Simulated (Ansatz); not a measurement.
System: CI₂ (charge -1, doublet). 
Coordinates optimised at B3LYP-D3(BJ)/def2-TZVP (Ansatz, a quantum-chemistry and plane-wave program):
```xyz
3

C      0.0950    -0.0807     1.2614
I      0.9812     1.5582    -0.0464
I     -0.9920    -1.5491    -0.0964
```
Charge -1, spin multiplicity 2.

Parts of the frozen-core correlation energy in def2-SVP (Ansatz, hartree). Frozen orbitals: 19; correlated occupied orbitals by spin: 10 and 9; virtual: 37 and 38. UHF or UKS for open shells. Spin-orbit coupling is left out. Past Kr the def2 sets carry scalar-relativistic core potentials.

```csv
term,value
reference (HF),-631.08094
MP2 opposite-spin,___
MP2 same-spin,___
CCSD correlation,___
(T),-0.01201
T1 diagnostic,0.020
largest doubles amplitude,0.064
<S^2> of the reference,0.803
```

### Question
What belongs in the gaps?

### Answer

- MP2 opposite-spin, value: -0.21818
- MP2 same-spin, value: -0.08248
- CCSD correlation, value: -0.32999
